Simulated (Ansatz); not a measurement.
Relaxation of As(iPr)3 (C9H21As) with RKS PBE-D4/def2-SVP.

```sh
$ ansatz run in.yaml --threads 6 --pin off --events-out ev --progress --plain --max-ram 7833MiB
```

```yaml
crystal:
  periodic: [false, false, false]
  atoms:
    - {symbol: As, position_ang: [0.025420, -0.002410, 0.766350]}
    - {symbol: C, position_ang: [1.760410, 0.061940, -0.270820]}
    - {symbol: C, position_ang: [2.790440, -0.787760, 0.470720]}
    - {symbol: C, position_ang: [2.328130, 1.464280, -0.453530]}
    - {symbol: H, position_ang: [1.578650, -0.362820, -1.265450]}
    - {symbol: H, position_ang: [2.425610, -1.798480, 0.646710]}
    - {symbol: H, position_ang: [3.007050, -0.335590, 1.439620]}
    - {symbol: H, position_ang: [3.722450, -0.852170, -0.092380]}
    - {symbol: H, position_ang: [3.285600, 1.413130, -0.974150]}
    - {symbol: H, position_ang: [1.664050, 2.093850, -1.041920]}
    - {symbol: H, position_ang: [2.499320, 1.935450, 0.514670]}
    - {symbol: C, position_ang: [-0.945080, 1.501010, -0.177520]}
    - {symbol: C, position_ang: [-0.692190, 2.795250, 0.593100]}
    - {symbol: C, position_ang: [-2.450370, 1.295010, -0.294210]}
    - {symbol: H, position_ang: [-0.532750, 1.587840, -1.190140]}
    - {symbol: H, position_ang: [0.371830, 2.981890, 0.728460]}
    - {symbol: H, position_ang: [-1.149710, 2.727270, 1.581060]}
    - {symbol: H, position_ang: [-1.127270, 3.649900, 0.073510]}
    - {symbol: H, position_ang: [-2.909120, 2.164470, -0.767290]}
    - {symbol: H, position_ang: [-2.694620, 0.422900, -0.897080]}
    - {symbol: H, position_ang: [-2.896210, 1.178350, 0.693910]}
    - {symbol: C, position_ang: [-0.841500, -1.557210, -0.194630]}
    - {symbol: C, position_ang: [-2.033760, -2.024930, 0.638160]}
    - {symbol: C, position_ang: [0.080020, -2.746090, -0.434660]}
    - {symbol: H, position_ang: [-1.192020, -1.197900, -1.169590]}
    - {symbol: H, position_ang: [-2.712010, -1.203630, 0.863670]}
    - {symbol: H, position_ang: [-1.678470, -2.436360, 1.583940]}
    - {symbol: H, position_ang: [-2.594620, -2.801810, 0.117060]}
    - {symbol: H, position_ang: [-0.471870, -3.552040, -0.920940]}
    - {symbol: H, position_ang: [0.918250, -2.484850, -1.077620]}
    - {symbol: H, position_ang: [0.464330, -3.128520, 0.511020]}
basis:
  gaussian: {orbitals: def2-SVP}
hamiltonian: {xc: pbe, dispersion: d4}
scf: {lower_state_search: "off"}
output: {orbitals: {seedname: orbitals}}
relax: {f_tol: 0.03, max_steps: 70}
```

Run time 55 s (6 threads of Intel Xeon on a shared host).

Positions (Å) and forces (eV/Å) at steps 1, 2, 3, 4, 5 of 5:

```xyz
31
step=1 energy=-70480.6276 eV
As    0.025   -0.002    0.766   -0.006    0.007   -0.177
C     1.760    0.062   -0.271    0.290    0.162    0.328
C     2.790   -0.788    0.471   -0.584    0.128   -0.206
C     2.328    1.464   -0.454   -0.492   -0.450    0.039
H     1.579   -0.363   -1.265   -0.220   -0.247   -0.419
H     2.426   -1.798    0.647   -0.091   -0.623    0.150
H     3.007   -0.336    1.440    0.188    0.190    0.590
H     3.722   -0.852   -0.092    0.583   -0.052   -0.334
H     3.286    1.413   -0.974    0.590   -0.008   -0.300
H     1.664    2.094   -1.042   -0.335    0.495   -0.339
H     2.499    1.935    0.515    0.142    0.392    0.544
C    -0.945    1.501   -0.178   -0.260    0.159    0.352
C    -0.692    2.795    0.593    0.176   -0.565   -0.230
C    -2.450    1.295   -0.294    0.628   -0.211    0.001
H    -0.533    1.588   -1.190    0.299   -0.053   -0.438
H     0.372    2.982    0.728    0.593    0.229    0.133
H    -1.150    2.727    1.581   -0.232    0.048    0.605
H    -1.127    3.650    0.074   -0.262    0.543   -0.307
H    -2.909    2.164   -0.767   -0.304    0.525   -0.270
H    -2.695    0.423   -0.897   -0.270   -0.527   -0.343
H    -2.896    1.178    0.694   -0.383   -0.086    0.562
C    -0.842   -1.557   -0.195    0.005   -0.324    0.334
C    -2.034   -2.025    0.638    0.397    0.440   -0.243
C     0.080   -2.746   -0.435   -0.128    0.639    0.034
H    -1.192   -1.198   -1.170   -0.133    0.309   -0.417
H    -2.712   -1.204    0.864   -0.491    0.393    0.186
H    -1.678   -2.436    1.584    0.113   -0.253    0.588
H    -2.595   -2.802    0.117   -0.363   -0.481   -0.309
H    -0.472   -3.552   -0.921   -0.319   -0.507   -0.276
H     0.918   -2.485   -1.078    0.563    0.046   -0.371
H     0.464   -3.129    0.511    0.305   -0.317    0.533
31
step=2 energy=-70480.7818 eV
As    0.025   -0.002    0.754    0.012    0.000    0.356
C     1.775    0.059   -0.263   -0.093    0.036   -0.002
C     2.798   -0.819    0.470   -0.181    0.210   -0.087
C     2.306    1.483   -0.457   -0.026   -0.300    0.045
H     1.552   -0.373   -1.258    0.022   -0.049   -0.137
H     2.437   -1.847    0.639   -0.041   -0.133    0.017
H     3.036   -0.385    1.457    0.058    0.041    0.162
H     3.739   -0.883   -0.106    0.190   -0.018   -0.093
H     3.271    1.448   -0.995    0.186    0.031   -0.090
H     1.624    2.119   -1.045   -0.091    0.092   -0.089
H     2.492    1.976    0.514    0.042    0.113    0.151
C    -0.949    1.516   -0.166    0.016   -0.105    0.002
C    -0.668    2.817    0.597   -0.096   -0.260   -0.093
C    -2.454    1.265   -0.296    0.269    0.131    0.034
H    -0.510    1.574   -1.182    0.026    0.049   -0.139
H     0.408    3.016    0.726    0.139    0.031    0.013
H    -1.119    2.773    1.605   -0.058    0.023    0.169
H    -1.110    3.681    0.068   -0.084    0.178   -0.083
H    -2.933    2.133   -0.785   -0.125    0.148   -0.079
H    -2.692    0.375   -0.900   -0.035   -0.119   -0.091
H    -2.927    1.148    0.696   -0.110   -0.024    0.156
C    -0.851   -1.569   -0.185    0.072    0.065   -0.003
C    -2.067   -2.014    0.638    0.273    0.056   -0.105
C     0.107   -2.736   -0.433   -0.239    0.161    0.054
H    -1.185   -1.173   -1.164   -0.062    0.005   -0.135
H    -2.766   -1.188    0.851   -0.094    0.101    0.022
H    -1.740   -2.429    1.608    0.016   -0.067    0.159
H    -2.629   -2.803    0.106   -0.116   -0.157   -0.084
H    -0.435   -3.560   -0.934   -0.071   -0.178   -0.082
H     0.959   -2.465   -1.078    0.116    0.033   -0.096
H     0.505   -3.138    0.516    0.087   -0.092    0.151
31
step=3 energy=-70480.8013 eV
As    0.026   -0.003    0.775   -0.002   -0.004   -0.063
C     1.769    0.061   -0.264    0.063    0.019    0.005
C     2.798   -0.807    0.472   -0.019    0.025   -0.024
C     2.317    1.478   -0.464   -0.025   -0.052    0.011
H     1.554   -0.378   -1.264   -0.009    0.006    0.030
H     2.446   -1.844    0.638    0.007    0.002   -0.002
H     3.033   -0.375    1.469    0.003   -0.009   -0.014
H     3.749   -0.863   -0.102    0.001   -0.005    0.015
H     3.295    1.435   -0.993   -0.010    0.006    0.007
H     1.646    2.119   -1.068    0.008    0.004    0.007
H     2.498    1.986    0.508    0.002    0.002   -0.018
C    -0.948    1.510   -0.166   -0.047    0.045    0.010
C    -0.678    2.809    0.605   -0.013   -0.027   -0.025
C    -2.457    1.281   -0.302    0.057    0.001    0.008
H    -0.507    1.580   -1.186    0.000   -0.012    0.029
H     0.402    3.020    0.730   -0.004    0.005   -0.001
H    -1.124    2.761    1.621    0.007    0.007   -0.013
H    -1.131    3.679    0.081    0.005    0.002    0.016
H    -2.933    2.165   -0.779    0.002   -0.013    0.008
H    -2.705    0.399   -0.925   -0.006    0.006    0.007
H    -2.940    1.150    0.691   -0.003    0.001   -0.019
C    -0.845   -1.566   -0.186   -0.024   -0.061    0.012
C    -2.057   -2.018    0.639    0.029    0.005   -0.027
C     0.097   -2.748   -0.435   -0.026    0.046    0.012
H    -1.187   -1.175   -1.171    0.012    0.006    0.028
H    -2.769   -1.195    0.845   -0.001   -0.009   -0.003
H    -1.732   -2.425    1.621   -0.012    0.004   -0.016
H    -2.616   -2.821    0.111   -0.004    0.002    0.017
H    -0.458   -3.579   -0.922    0.010    0.007    0.009
H     0.947   -2.490   -1.097   -0.001   -0.009    0.008
H     0.509   -3.149    0.516    0.000   -0.003   -0.016
31
step=4 energy=-70480.8020 eV
As    0.026   -0.003    0.771    0.000   -0.002    0.028
C     1.772    0.061   -0.264    0.034    0.011   -0.014
C     2.802   -0.808    0.469   -0.026    0.014   -0.008
C     2.318    1.478   -0.463   -0.020   -0.032    0.006
H     1.555   -0.378   -1.263    0.002    0.000    0.005
H     2.453   -1.845    0.632    0.004    0.000   -0.001
H     3.037   -0.379    1.467    0.002   -0.004   -0.003
H     3.754   -0.861   -0.104   -0.002    0.001    0.005
H     3.294    1.437   -0.995   -0.004    0.003    0.003
H     1.645    2.119   -1.065    0.004    0.003    0.002
H     2.501    1.986    0.507    0.000    0.002   -0.005
C    -0.948    1.513   -0.164   -0.028    0.023   -0.009
C    -0.679    2.813    0.605    0.001   -0.029   -0.009
C    -2.456    1.282   -0.301    0.038   -0.001    0.003
H    -0.507    1.582   -1.183   -0.001    0.001    0.006
H     0.401    3.026    0.728   -0.001    0.003   -0.001
H    -1.122    2.764    1.622    0.003    0.003   -0.003
H    -1.135    3.682    0.083    0.001   -0.002    0.005
H    -2.934    2.164   -0.779    0.000   -0.004    0.003
H    -2.703    0.400   -0.923   -0.003    0.002    0.002
H    -2.941    1.151    0.690   -0.002   -0.001   -0.006
C    -0.847   -1.568   -0.185   -0.010   -0.033   -0.011
C    -2.062   -2.020    0.637    0.026    0.019   -0.010
C     0.096   -2.748   -0.431   -0.016    0.030    0.006
H    -1.186   -1.176   -1.169    0.000   -0.001    0.005
H    -2.776   -1.198    0.837   -0.002   -0.004   -0.002
H    -1.740   -2.424    1.620   -0.005    0.001   -0.003
H    -2.617   -2.827    0.109    0.002    0.001    0.005
H    -0.457   -3.580   -0.920    0.004    0.001    0.004
H     0.948   -2.491   -1.091    0.000   -0.005    0.003
H     0.507   -3.150    0.520    0.001   -0.001   -0.004
31
step=5 energy=-70480.8022 eV
As    0.027   -0.004    0.774   -0.002    0.001   -0.026
C     1.773    0.060   -0.265   -0.014    0.001    0.015
C     2.802   -0.807    0.467   -0.001    0.001    0.000
C     2.315    1.477   -0.465   -0.001   -0.003    0.000
H     1.553   -0.379   -1.263   -0.001   -0.002   -0.005
H     2.455   -1.846    0.628    0.001    0.000   -0.001
H     3.035   -0.381    1.466    0.000    0.000    0.000
H     3.755   -0.858   -0.104    0.001    0.000    0.000
H     3.290    1.438   -0.998    0.000    0.000   -0.001
H     1.641    2.118   -1.065    0.000    0.001   -0.001
H     2.500    1.986    0.505    0.000    0.000    0.000
C    -0.948    1.514   -0.163    0.006   -0.013    0.014
C    -0.678    2.811    0.608    0.000   -0.002    0.001
C    -2.454    1.281   -0.302    0.003    0.001    0.001
H    -0.504    1.583   -1.181    0.002    0.000   -0.005
H     0.401    3.026    0.727    0.000    0.001    0.000
H    -1.118    2.761    1.626    0.000    0.000    0.000
H    -1.137    3.682    0.090   -0.001    0.001    0.001
H    -2.932    2.163   -0.781   -0.001    0.000   -0.001
H    -2.700    0.399   -0.924   -0.001    0.000   -0.002
H    -2.941    1.150    0.688    0.000    0.000    0.000
C    -0.848   -1.569   -0.185    0.009    0.011    0.014
C    -2.063   -2.018    0.634    0.001    0.000    0.000
C     0.097   -2.748   -0.428   -0.001    0.002    0.001
H    -1.184   -1.176   -1.170   -0.001    0.001   -0.005
H    -2.779   -1.197    0.828   -0.001    0.000   -0.001
H    -1.745   -2.417    1.621   -0.001    0.001    0.000
H    -2.616   -2.828    0.110    0.000   -0.001    0.000
H    -0.454   -3.582   -0.916    0.000   -0.001    0.000
H     0.949   -2.491   -1.086    0.001   -0.002   -0.001
H     0.506   -3.148    0.524    0.000    0.000    0.001
```
